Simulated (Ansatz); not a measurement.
Isolated molecules relaxed with PBE0-D4/def2-TZVP in Ansatz; ΔE leaves out vibrations. CCSD(T)/CBS is the MP2 limit (def2-TZVPP, def2-QZVPP) plus CCSD(T) − MP2 in def2-TZVPP, frozen cores. Functionals use def2-TZVPP. B3LYP here is the variant with VWN-RPA as its local correlation; programs differ in this. def2 core potentials past Kr. For Ge, Se, Te outer-core shells are correlated without core-valence functions, which leaves a few kJ/mol of doubt a bond. Scalar relativity is left out up to krypton. Each species was taken in one conformer, which may not be the lowest.

Reaction (redistribution): `[CH3][GeH]([NH2])[OH]` + `[SeH][SiH2][TeH]` → `[CH3][GeH]([OH])[TeH]` + `N[SiH2][SeH]`

| level | ΔE (kcal/mol) |
| --- | --- |
| PBE0-D4 | -12.6 |
| B3LYP-D4 | -13.8 |
| PBE0 | -12.7 |
| CCSD/def2-TZVPP | -12.0 |
| CCSD(T)/def2-TZVPP | -11.8 |
| HF/def2-QZVPP | -13.7 |
| MP2/def2-QZVPP | -12.3 |
| SCS-MP2/def2-QZVPP | -12.3 |

Task: What does CCSD(T)/CBS give? (Best estimate.)

Result: Computed: -12.1 kcal/mol. The listed levels differ from it by -0.5, -1.7, -0.6, 0.1, 0.3, -1.6, -0.2, -0.2 kcal/mol.

Largest T1 diagnostic among the species: 0.011.

In def2-TZVPP, CCSD(T) changes the Hartree–Fock value by +1.7 kcal/mol (the triples alone add +0.2 kcal/mol) and MP2 by +1.4 kcal/mol.
